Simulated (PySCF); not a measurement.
Polarisability and C₆ of Mo⁺ (molybdenum, charge +1)

[Kr] 4d5, high-spin 6S determinant. All numbers are calculated (PySCF 2.14, scalar relativity through the core potential, in aug-cc-pVTZ-PP with ECP28MDF (6s6p5d3f2g, 88 functions)). Coupled (time-dependent) response in atomic units; α is the mean over directions.

| method | mean α (bohr³) | C₆ (like pair) | S(−4) |
| --- | --- | --- | --- |
| UHF | 18.04 | 115.3 | 174.2 |
| PBE | 22.37 | 146.7 | 321.8 |
| PBE0 | 20.64 | 134.1 | 253.8 |
| MN15 | 21.20 | 138.5 | 270.5 |

S(−4) is the Cauchy moment in α(ω) = α(0) + S(−4) ω² + …

α(iu) at UHF:

```tsv
u (hartree)	α(iu) (bohr³)
0	18.04
0.0500	17.63
0.100	16.55
0.200	13.80
0.300	11.45
0.500	8.294
0.750	5.962
1.00	4.512
1.50	2.839
2.00	1.934
3.00	1.042
5.00	0.4302
```

A single London oscillator, α(iu) = α/(1 + u²/ω²), gives C₆ = (3/4) ω α². Matching the computed C₆ needs ω = 4 × 115.3 / (3 × 18.04²) = 0.472 hartree.

For an ion, C₆ is the dispersion term alone; charge-induced terms of lower order in 1/R come first.

Energies and moments cover only the electrons outside the core potential.
